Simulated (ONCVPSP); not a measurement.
u(r) = r·R(r): atom against pseudo-atom (helium)

Columns: radius, all-electron u(r) and pseudo u(r) of the 1s shell (level -15.76 eV) of helium in the configuration 1s2; PBE, scalar-relativistic, ONCV scheme, ONCVPSP 4.0.1.

```
r (bohr)  all-electron  pseudo
   0.023        0.1055  0.0887
   0.045        0.1976  0.1722
   0.068        0.2853  0.2570
   0.090        0.3614  0.3346
   0.113        0.4335  0.4111
   0.135        0.4957  0.4791
   0.158        0.5543  0.5444
   0.180        0.6047  0.6010
   0.202        0.6501  0.6518
   0.225        0.6924  0.6986
   0.248        0.7300  0.7392
   0.270        0.7618  0.7724
   0.293        0.7911  0.8016
   0.315        0.8156  0.8249
   0.338        0.8379  0.8450
   0.360        0.8563  0.8611
   0.383        0.8726  0.8751
   0.405        0.8857  0.8867
   0.428        0.8970  0.8972
   0.450        0.9057  0.9057
   0.473        0.9128  0.9128
   0.495        0.9178  0.9178
   0.518        0.9213  0.9213
   0.540        0.9231  0.9231
   0.563        0.9236  0.9236
   0.585        0.9229  0.9229
```

Task: How many radial nodes do the two functions have?

Result: The all-electron 1s function has n − l − 1 = 0; the pseudo-wave has 0.

Task: At about which radius was the pseudo-wave matched?

Result: 0.45 bohr, where the columns begin to agree (steps of 0.02 bohr).

Task: Is the pseudo-wave norm-conserving?

Result: Yes: the ONCV scheme keeps the norm inside the radius equal to the all-electron one, which fixes the energy derivative of the logarithmic derivative at the level.
